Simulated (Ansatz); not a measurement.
The inner images of a band of GaH$_{5}$S (7 atoms, charge 0, multiplicity 1) are given out of order.

Level of theory: RKS LDA/def2-SVP (Ansatz).

First end point:

```xyz
7
Properties=species:S:1:pos:R:3
Ga -0.044 0.053 0.008
H -0.553 0.517 1.426
H 1.477 0.239 -0.350
H -1.088 -0.093 -1.161
S 0.120 -2.424 0.460
H -1.119 -2.598 1.009
H 0.708 -2.359 1.692
```

Last end point:

```xyz
7
Properties=species:S:1:pos:R:3
Ga 0.111 -0.662 -0.233
H 0.015 0.308 1.875
H 1.491 0.044 -0.403
H -1.302 -0.050 -0.491
S 0.235 -2.821 0.176
H -1.116 -3.007 0.195
H 0.067 -0.477 1.965
```

Question: Put them in order from the first end to the last, with their energies above the first end.
A.
```xyz
7
Properties=species:S:1:pos:R:3
Ga 0.051 -0.003 -0.001
H -0.212 0.390 1.509
H 1.507 0.188 -0.557
H -1.186 -0.087 -0.964
S 0.257 -2.479 0.623
H -1.082 -2.749 0.606
H 0.165 -1.925 1.867
```
B.
```xyz
7
Properties=species:S:1:pos:R:3
Ga -0.003 0.042 0.003
H -0.378 0.520 1.457
H 1.474 0.240 -0.500
H -1.156 -0.130 -1.054
S 0.223 -2.423 0.544
H -1.103 -2.673 0.755
H 0.445 -2.241 1.879
```
C.
```xyz
7
Properties=species:S:1:pos:R:3
Ga 0.070 -0.072 -0.004
H -0.158 0.175 1.564
H 1.529 0.188 -0.503
H -1.227 -0.071 -0.881
S 0.275 -2.553 0.672
H -1.070 -2.776 0.600
H 0.081 -1.556 1.636
```
D.
```xyz
7
Properties=species:S:1:pos:R:3
Ga 0.096 -0.244 -0.087
H -0.099 -0.077 1.613
H 1.544 0.207 -0.422
H -1.288 -0.016 -0.759
S 0.275 -2.571 0.623
H -1.076 -2.766 0.595
H 0.048 -1.198 1.521
```
E.
```xyz
7
Properties=species:S:1:pos:R:3
Ga 0.128 -0.539 -0.237
H -0.070 0.012 1.796
H 1.511 0.165 -0.401
H -1.278 0.014 -0.635
S 0.269 -2.700 0.329
H -1.080 -2.821 0.506
H 0.020 -0.795 1.727
```

Answer: B (+0.01 eV), A (+0.07 eV), C (+0.18 eV), D (+0.37 eV), E (-0.12 eV).

Time of the run: 75 s on 1 thread of Arm Neoverse V1, with other jobs on the host, peak memory 0.13 GiB.
